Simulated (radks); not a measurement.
The numbers below are computed, except where a source is named.
Question: The mean radii <r> (bohr) of the occupied orbitals of an atom or ion are listed with their occupations. Code: a radial shooting solver on a logarithmic mesh with Libxc functionals. Model: scalar-relativistic Kohn-Sham, r2SCAN, spin-unpolarised, spherical densities, finite nucleus; meta-GGA in the generalised Kohn-Sham scheme; Fermi nuclear charge, rms radius of each element as measured or else 0.836 A^(1/3) + 0.57 fm.

orbital  occ.      <r>
1s          2  0.01924
2s          2  0.07831

Name the element and its charge.

Answer: Z = 71, lutetium, charge +67: Lu67+ in [He] 2s2. The 1s radius gives Z: for a bare nucleus <r> = (2 gamma + 1)/(2Z) with gamma = sqrt(1 - (Z/c)^2), 0.01909 bohr for Z = 71, and screening makes it slightly larger (0.01924 here). The occupations add up to 4, and the charge is Z minus that.
